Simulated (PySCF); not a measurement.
Spectroscopy problems

- PBE0/pcSseg-1 with gauge-including orbitals
- geometry from PBE0-D3(BJ)/def2-SVP
- B3LYP/pcJ-1 coupling constants (spin–dipole term left out of most H,H and C,H couplings)
- program: PySCF 2.14
- fast rotation and ring inversion assumed for equivalent nuclei, single conformer, non-relativistic, no solvent

Chemical shifts δ = σref − σ; 1H (31.27 ppm), 13C (184.41 ppm) vs TMS, all at this level. Multiplet labels drop J under 1 Hz and among equivalent protons, and merge close values. Unscaled 3J(H,H) run several per cent high. Vicinal couplings that depend on rotamer populations or ring flexing (ring, CH–CH, X–H and H–F types) are those of the one conformer. One-bond C–F couplings are unscaled and too large by tens of Hz. Acid and N–H amide carbonyl carbons lie up to 10 ppm further downfield in solution (hydrogen bonding). Shifts are as computed. Against solution values, carbons near 30 ppm lie about +2 ppm off and those near 130 ppm about +5 ppm. Of 1211 compounds with measured shifts, 218 miss one by over three times the rms of a fit or turn the order of signals round; such compounds aren't used in these exercises. OH and NH positions are gas-phase values without hydrogen bonding to other molecules.

Problem. C4H7F. 1H NMR (500 MHz, computed): δ 4.63 (m, 1H), 2.16 (m, 2H), 2.02 (m, 2H), 1.57 (m, 1H), 1.20 (m, 1H). 13C{1H} NMR (computed): δ 85.3 (CH, d, J = 281.4 Hz), 33.3 (CH2, d, J = 19.0 Hz), 11.5 (CH2, d, J = 19.5 Hz). What is it?

Solution. `InChI=1S/C4H7F/c5-4-2-1-3-4/h4H,1-3H2`. The formula gives 1 degree of unsaturation (1 ring in the answer). 3 carbon signals for 4 carbons: some carbons are equivalent by symmetry or fast rotation. Carbon types of the structure: 1 × CH, 3 × CH2, which accounts for all hydrogens. δC 85.3: sp3 CH bonded to F; deshielded by the electronegative neighbour. δC 33.3, 11.5: sp3 CH2 in a ring; aliphatic region, no heteroatom directly attached. δH 4.63: hydrogen on an sp3 CH bonded to F; its carbon carries F, hence the downfield position. δH 2.16, 2.02, 1.57, 1.20: hydrogen on an sp3 CH2 in a ring.

The shifts were computed for this structure.

Problem. C7H5FO2. 1H NMR (600 MHz, computed): δ 8.52 (ddd, J = 8.9, 6.7, 1.6 Hz, 1H), 7.63 (m, 1H), 7.35 (dd, J = 8.9, 8.1 Hz, 1H), 7.21 (dd, J = 10.9, 9.3 Hz, 1H), 6.20 (br s, 1H). 13C{1H} NMR (computed): δ 170.7 (d, J = 333.1 Hz), 167.8 (d, J = 4.2 Hz), 141.8 (d, J = 1.9 Hz), 141.3 (d, J = 6.4 Hz), 128.2, 122.0 (d, J = 20.3 Hz), 119.5 (d, J = 8.2 Hz). Give a structure.

Solution. `c1cc(C(=O)O)c(F)cc1`. Rings plus π bonds: 5 (1 ring in the answer). 7 carbon signals for 7 carbons: no two carbons are equivalent. Carbon types of the structure: 3 × C, 4 × CH, leaving 1 H on heteroatoms. δC 170.7: aromatic carbon bearing fluorine; the electronegative substituent deshields the carbon that carries it. δC 167.8: carboxylic acid carbon; it is a carbonyl in resonance with an O or N lone pair, the region of acids, esters and amides. δC 119.5: substituted aromatic carbon. δH 8.52, 7.63, 7.35, 7.21: hydrogen on an aromatic CH. The protons at 8.52 and 7.35 share a coupling of 8.9 Hz (vicinal, an ortho-type coupling).

This is the structure that produced the data.
